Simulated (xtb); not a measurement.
C2H6Cd, charge +1, doublet, geometry from GFN2-xTB (such geometries of metal compounds can be far from the true shape) (a state made from the parent by changing its charge; the spin is typed, not shown lowest), atoms displaced at random by about 0.05 Å a coordinate. Base run: xtb with GFN2-xTB.

The xtb input:
```
$ xtb mol.xyz --gfn 2 --chrg 1 --uhf 1 --opt --json

# file mol.xyz
9

Cd    -0.12551860     0.02446528    -0.02509380
C      1.73727462     0.34919518    -1.45912379
H      2.39354485    -0.63906495    -1.26248335
H      2.27544151     1.21556901    -1.08661455
H      1.36976181     0.28780772    -2.37090391
C     -1.74533397    -0.28797655     1.36288166
H     -2.20894641    -1.22253043     1.09537056
H     -2.36356117     0.53525891     1.16890489
H     -1.28991370    -0.26634023     2.40903032
```

Each row names what was changed in the base input (with any setting that the change needs).

```json
[
 {"change": "base", "ΔE vs base (mEh)": "0.000", "optimiser steps": "6"},
 {"change": "alpb = cs2", "ΔE vs base (mEh)": "-56.911", "optimiser steps": "6"},
 {"change": "opt level = sloppy", "ΔE vs base (mEh)": "0.004", "optimiser steps": "5"},
 {"change": "opt level = crude", "ΔE vs base (mEh)": "0.051", "optimiser steps": "4"},
 {"change": "opt level = extreme", "ΔE vs base (mEh)": "-0.002", "optimiser steps": "14"},
 {"change": "opt level = vtight", "ΔE vs base (mEh)": "-0.002", "optimiser steps": "13"},
 {"change": "opt level = lax", "ΔE vs base (mEh)": "0.000", "optimiser steps": "6"},
 {"change": "engine = lbfgs", "ΔE vs base (mEh)": "-0.001", "optimiser steps": "-"},
 {"change": "opt level = loose", "ΔE vs base (mEh)": "0.004", "optimiser steps": "5"},
 {"change": "engine = inertial", "ΔE vs base (mEh)": "0.009", "optimiser steps": "-"}
]
```
